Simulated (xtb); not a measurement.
C$_{4}$H$_{12}$Si, singlet, geometry from GFN2-xTB; xtb 6.7.1 with GFN1-xTB.

xtb was given this input:
```
$ xtb mol.xyz --gfn 1 --ohess --json

# file mol.xyz
17

C     -0.41778104    -1.21418858    -1.41267705
Si     0.00000000     0.00000000    -0.00000000
C      0.00554135     1.78528707    -0.67614402
C     -1.31041007    -0.15385282     1.37971233
C      1.72264977    -0.41724567     0.70910873
H     -1.39396412    -1.00424407    -1.83950537
H     -0.42931030    -2.24160426    -1.06128465
H      0.30997764    -1.15221546    -2.21624356
H      0.24035806     2.50337027     0.10386249
H     -0.96211391     2.05565595    -1.08813490
H      0.74182785     1.90768456    -1.46487309
H     -2.30457514     0.07745214     1.00913662
H     -1.33992132    -1.15990805     1.78735734
H     -1.10210317     0.52516646     2.20113401
H      1.75423943    -1.42860695     1.10324445
H      2.49352738    -0.33921814    -0.05171446
H      1.99205759     0.25646756     1.51702112
```

**Question.** What does xtb print? Leave out banner, timings and long lists.

**Answer.** 
```
   ID    Z sym.   atoms
    1    6 C      1, 3-5
    2   14 Si     2
    3    1 H      6-17

           -------------------------------------------------
          |                Calculation Setup                |
           -------------------------------------------------

           -------------------------------------------------
          |                 G F N 1 - x T B                 |
           -------------------------------------------------

          ...................................................
          :                      SETUP                      :
          :.................................................:
          :  # basis functions                  50          :
          :  # atomic orbitals                  49          :
          :  # shells                           35          :
          :  # electrons                        32          :
          :  # halogen bonds                     0          :
          :  max. iterations                   250          :
          :  Hamiltonian                  GFN1-xTB          :
          :  restarted?                      false          :
          :  GBSA solvation                  false          :
          :  PC potential                    false          :
          :  electronic temp.          300.0000000     K    :
          :  accuracy                    1.0000000          :
          :  -> integral cutoff          0.2500000E+02      :
          :  -> integral neglect         0.1000000E-07      :
          :  -> SCF convergence          0.1000000E-05 Eh   :
          :  -> wf. convergence          0.2000000E-04 e    :
          :  Broyden damping             0.4000000          :
          :  net charge                          0          :
          :  unpaired electrons                  0          :
          ...................................................

 iter      E             dE          RMSdq      gap      omega  full diag
   1    -17.0182536 -0.170183E+02  0.780E+00    7.49       0.0  T
   2    -17.0238000 -0.554644E-02  0.474E+00    7.61       1.0  T
   3    -17.0238719 -0.718872E-04  0.345E-01    7.76       1.0  T
   4    -17.0244839 -0.612042E-03  0.816E-02    7.71       1.0  T
   5    -17.0245876 -0.103658E-03  0.163E-02    7.70       1.5  T
   6    -17.0245878 -0.151285E-06  0.464E-03    7.70       5.2  T
   7    -17.0245880 -0.235354E-06  0.235E-05    7.70    1030.4  T
   8    -17.0245880 -0.758149E-11  0.137E-05    7.70    1768.6  T

[...]
         :: total energy             -16.782096231349 Eh    ::
 * total energy  :   -16.7820962 Eh     change       -0.1346478E-11 Eh
 * total energy  :   -16.7835732 Eh     change       -0.1476982E-02 Eh
 * total energy  :   -16.7836658 Eh     change       -0.9262600E-04 Eh
 * total energy  :   -16.7836669 Eh     change       -0.1095057E-05 Eh
   *** GEOMETRY OPTIMIZATION CONVERGED AFTER 4 ITERATIONS ***
         :: total energy             -16.783666934903 Eh    ::
[...]
       4    141.81    -0.82864 ( 98.48%)    -0.74752 (  1.52%)    -0.82741
       5    160.48    -0.75854 ( 99.07%)    -0.71091 (  0.93%)    -0.75810
       6    160.49    -0.75851 ( 99.07%)    -0.71090 (  0.93%)    -0.75807
       7    204.92    -0.62266 ( 99.65%)    -0.63852 (  0.35%)    -0.62272
       8    204.94    -0.62262 ( 99.65%)    -0.63850 (  0.35%)    -0.62268
       9    204.95    -0.62259 ( 99.65%)    -0.63848 (  0.35%)    -0.62265
   ------------------------------------------------------------------------

   temp. (K)  partition function   enthalpy   heat capacity  entropy
                                   cal/mol     cal/K/mol   cal/K/mol   J/K/mol
 298.15  VIB   416.                 4463.047     28.410     26.926
         ROT  0.141E+05              888.752      2.981     21.964
         INT  0.585E+07             5351.800     31.391     48.889
         TR   0.802E+27             1481.254      4.968     39.327
         TOT                        6833.0535    36.3593    88.2162   369.0965

       T/K    H(0)-H(T)+PV         H(T)/Eh          T*S/Eh         G(T)/Eh
   ------------------------------------------------------------------------
    298.15    0.108892E-01    0.153263E+00    0.419144E-01    0.111348E+00
   ------------------------------------------------------------------------

         :::::::::::::::::::::::::::::::::::::::::::::::::::::
         ::                  THERMODYNAMIC                  ::
         :::::::::::::::::::::::::::::::::::::::::::::::::::::
         :: total free energy         -16.672318603239 Eh   ::
         ::.................................................::
         :: total energy              -16.783666934903 Eh   ::
         :: zero point energy           0.142373520340 Eh   ::
         :: G(RRHO) w/o ZPVE           -0.031025188675 Eh   ::
         :: G(RRHO) contrib.            0.111348331664 Eh   ::
         :::::::::::::::::::::::::::::::::::::::::::::::::::::

optimized geometry written to: xtbopt.xyz

           -------------------------------------------------
          | TOTAL ENERGY              -16.783666934903 Eh   |
          | TOTAL ENTHALPY            -16.630404250766 Eh   |
          | TOTAL FREE ENERGY         -16.672318603239 Eh   |
          | GRADIENT NORM               0.000113952151 Eh/α |
          | HOMO-LUMO GAP               7.734707033267 eV   |
           -------------------------------------------------

normal termination of xtb
```
